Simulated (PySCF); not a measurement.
SMILES C=C/C=C(\C)[SiH2]OC=O, C6H10O2Si

Geometry (Å), atoms numbered from 1 in this order:
```xyz
19

C     2.8951    1.7422   -0.4801
C     2.2846    0.5933   -0.1993
C     0.8483    0.4505   -0.1974
C     0.1624   -0.6755    0.0666
C     0.8525   -1.9684    0.4004
Si   -1.7124   -0.7426    0.0741
O    -2.1553    0.8093   -0.3776
C    -3.4056    1.1627   -0.5052
O    -4.3524    0.4622   -0.3092
H     3.9674    1.8371   -0.4776
H     2.3361    2.6310   -0.7244
H     2.8717   -0.2812    0.0435
H     0.2953    1.3502   -0.4332
H     1.5633   -2.2433   -0.3770
H     0.1303   -2.7729    0.5023
H     1.3973   -1.8814    1.3395
H    -2.2481   -1.6738   -0.9172
H    -2.2533   -1.0074    1.4063
H    -3.4870    2.2173   -0.8269
```

Theory: GIAO PBE/pcSseg-1 magnetisability, rotational g tensor and spin-rotation constants, non-relativistic, gas phase (PySCF). Geometry: GFN2-xTB.

(1) How diamagnetic is it, and how anisotropic?

(2) Split it along the inertial axes a, b, c into diamagnetic and paramagnetic parts about the centre of mass, with the quadrupole moment.

(3) And the rotational g tensor?

Answers

(1) Isotropic -1247 × 10⁻³⁰ J/T², or -75.1 × 10⁻⁶ cm³/mol; principal values -1548, -1147, -1048 × 10⁻³⁰ J/T², anisotropy 458 × 10⁻³⁰ J/T² (root of half the summed squared differences of the principal values). The susceptibility is in cgs units.

(2) 
```
axis  χ (10⁻⁶ cm³/mol)  diamagnetic (10⁻⁶ cm³/mol)  paramagnetic (10⁻⁶ cm³/mol)  summed x² of all electrons (Å²)  quadrupole Θ (D Å)
   a             -63.6                      -608.3                        544.7                            428.8               -9.83
   b             -68.6                     -1894.8                       1826.2                            125.5              +11.31
   c             -93.2                     -2351.6                       2258.4                             17.9               -1.48
```
Anisotropies 2χaa − χbb − χcc = +34.6 and 2χbb − χaa − χcc = +19.7 × 10⁻⁶ cm³/mol. Θ is traceless in Buckingham's convention.

(3) 
| axis | rotational constant (GHz) | g | nuclear part | electronic part |
| --- | --- | --- | --- | --- |
| a | 2.6194 | -0.0519 | 0.6185 | -0.6703 |
| b | 0.6604 | -0.0154 | 0.5512 | -0.5666 |
| c | 0.5325 | -0.0044 | 0.5606 | -0.5650 |

Asymmetric top; isotopes 12C, 1H, 16O, 28Si; no vibrational averaging.
